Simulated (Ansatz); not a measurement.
CHClGeN (`N#[C][GeH][Cl]`) radical, relaxed with UKS PBE-D4/def2-SVP in Ansatz 0.2.0 from a rough embedded geometry. The force threshold is 0.03 eV/Å; the program also tests the step.

Total charge 0; spin multiplicity 2.

Start:

```xyz
5

N    -0.328    0.722    2.250
C    -0.289    0.266    1.127
Ge   -0.279   -0.457   -0.650
Cl    0.116    1.042   -2.006
H     0.781   -1.573   -0.720
```

```csv
step,energy (eV),largest force (eV/Å),largest move (Å)
1,-71553.7452,2.770,0.000
2,-71553.9415,0.242,0.065
3,-71553.9437,0.052,0.017
4,-71553.9443,0.037,0.005
5,-71553.9447,0.018,0.011
```

End:

```xyz
5

N    -0.332    0.726    2.222
C    -0.269    0.275    1.138
Ge   -0.330   -0.512   -0.631
Cl    0.129    1.099   -2.017
H     0.801   -1.588   -0.711
```

Hardware: 4 threads of an Intel Xeon on a shared host. Wall time 6.5 s, peak host memory 0.2 GiB.
